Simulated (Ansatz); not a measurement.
Basis-set extrapolation for CH4AlBO2 (PBE0-D4/def2-TZVP geometry, frozen core, Ansatz 0.2.0). Multiplicity 1, RHF reference.

```
                      def2-TZVPP   def2-QZVPP
                 HF  -456.646304  -456.663723
    MP2 correlation    -0.788299    -0.847819
CCSD(T) correlation    -0.851599      not run
```

Energies in hartree. Use E(X) = E(∞) + A·exp(−7.88·√X) for Hartree–Fock and E(X) = E(∞) + B·X^(−2.97) for correlation, with X = 3 and 4, and add CCSD(T) minus MP2 of the smaller set to the MP2 limit.

Question: What is the CCSD(T) energy at the basis-set limit?

Answer: HF limit: -456.663723 + (-0.017419) × 0.13774 = -456.66612. MP2 limit: -0.847819 + (-0.059520) × 0.74074 = -0.89191. Higher-order term: -0.851599 − (-0.788299) = -0.06330. Total: -457.62133 hartree, 324.1 kJ/mol below CCSD(T)/def2-TZVPP.
